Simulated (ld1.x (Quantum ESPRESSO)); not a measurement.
## Ranking TM potentials for Sb

All share these settings but for the change named:

```json
{
 "Element": "Sb",
 "Generator": "ld1.x (Quantum ESPRESSO) 7.5",
 "Type": "norm-conserving Troullier–Martins (Kleinman–Bylander form)",
 "Functional": "LDA (PZ)",
 "Relativity": "scalar-relativistic",
 "Frozen core": "[Kr] 4d10",
 "Valence charge": "5",
 "Reference configuration": "5s2 5p3",
 "Partial waves": "5p (bound): rc 2.50 bohr; 5s (bound): rc 2.00 bohr",
 "Local potential": "the s channel",
 "Core correction": "none"
}
```

Test errors are all-electron minus pseudo excitation energies from the reference, over 5s2 5p2; 5s2 5p1; 5s2 5p0; 5s2 5p2.5; 5s1 5p4; 5s0 5p5; 5s1 5p0. None of these files shows a bound ghost.

The base gives 489.8 meV.

Of 8 variants that were run, those that failed, showed a ghost or another fault, or gave nearly equal values are left out.

A variant can come out equal or close to the base, since the largest error may sit in a test that the change hardly touches while other tests move.

**Question.** Rank these variants by their largest absolute test error, smallest first.
A. all radii scaled by about 1.09 (s 2.18, p 2.72 bohr)
B. all radii scaled by about 1.28 (s 2.56, p 3.20 bohr)
C. all radii scaled by about 1.20 (s 2.40, p 3.00 bohr)
D. all radii scaled by about 1.40 (s 2.80, p 3.50 bohr)

**Answer.** D (271.6 meV), B (342.6 meV), C (403.6 meV), A (462.9 meV).
